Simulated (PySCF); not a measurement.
## Zinc: a sound run and one with changed settings

Sound run: Zn⁺ [Ar] 3d10 4s1, Zn²⁺ [Ar] 3d10. All numbers are calculated (PySCF 2.14, the non-relativistic Hamiltonian (point nucleus), in def2-TZVP (6s5p4d1f, 48 functions)). The sound run starts from symmetry-adapted Hartree-Fock orbitals and uses a fine grid where one is needed.

A second run was set up differently.

```json
{"species": "Zn⁺", "method": "UHF", "sound run (hartree)": "-1777.52644", "changed run (hartree)": "-1777.52644", "converged": "yes"}
{"species": "Zn⁺", "method": "M06-L", "sound run (hartree)": "-1778.99953", "changed run (hartree)": "-1778.97928", "converged": "yes"}
{"species": "Zn⁺", "method": "MN15", "sound run (hartree)": "-1779.34575", "changed run (hartree)": "-1779.34083", "converged": "yes"}
{"species": "Zn²⁺", "method": "UHF", "sound run (hartree)": "-1776.91679", "changed run (hartree)": "-1776.91679", "converged": "yes"}
{"species": "Zn²⁺", "method": "M06-L", "sound run (hartree)": "-1778.34899", "changed run (hartree)": "-1778.32916", "converged": "yes"}
{"species": "Zn²⁺", "method": "MN15", "sound run (hartree)": "-1778.69701", "changed run (hartree)": "-1778.69186", "converged": "yes"}
```

Ionisation energy of Zn⁺:

```json
{"method": "UHF", "sound run (eV)": "16.589", "changed run (eV)": "16.589"}
{"method": "M06-L", "sound run (eV)": "17.702", "changed run (eV)": "17.691"}
{"method": "MN15", "sound run (eV)": "17.653", "changed run (eV)": "17.659"}
```

Q: What was changed?
A. level shift left on
B. radial grid too coarse
C. all electrons correlated in a valence basis
D. minimal basis

A: B. It used radial step 0.3 in ln r (0.13 in the sound run). A coarse radial grid mis-integrates the density and the exchange-correlation energy, with errors of either sign; Hartree-Fock needs no grid.
